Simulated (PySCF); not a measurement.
Level of theory: M06-2X/def2-TZVP // B3LYP-D3(BJ)/def2-SVP (PySCF). Isolated molecules, 0 K electronic values unless said otherwise. One relaxed conformer stands for a flexible species; it need not be the lowest. Delta-SCF ions had no search for a lower state. 

Reference species (SMILES): `C[O][Sn]([O]C)([O]C)[O]C` (neutral, multiplicity 1).

| Quantity | Value |
|---|---|
| S1 oscillator strength | 0.000 |
| vertical ionisation energy (Delta-SCF) | 10.25 eV |
| HOMO–LUMO gap | 8.83 eV |

Changed species: `C[O][SnH]([O]C)[O]C` (1 of 4 OCH3 replaced by H; the reference has 0 of 4 OCH3 replaced by H).

Q: What does the change do to the S1 oscillator strength, vertical ionisation energy (Delta-SCF) and HOMO–LUMO gap?

A: the S1 oscillator strength is nearly the same; the vertical ionisation energy (Delta-SCF) falls by 0.17 eV, to 10.08 eV; the HOMO–LUMO gap goes up by 0.52 eV, to 9.35 eV.
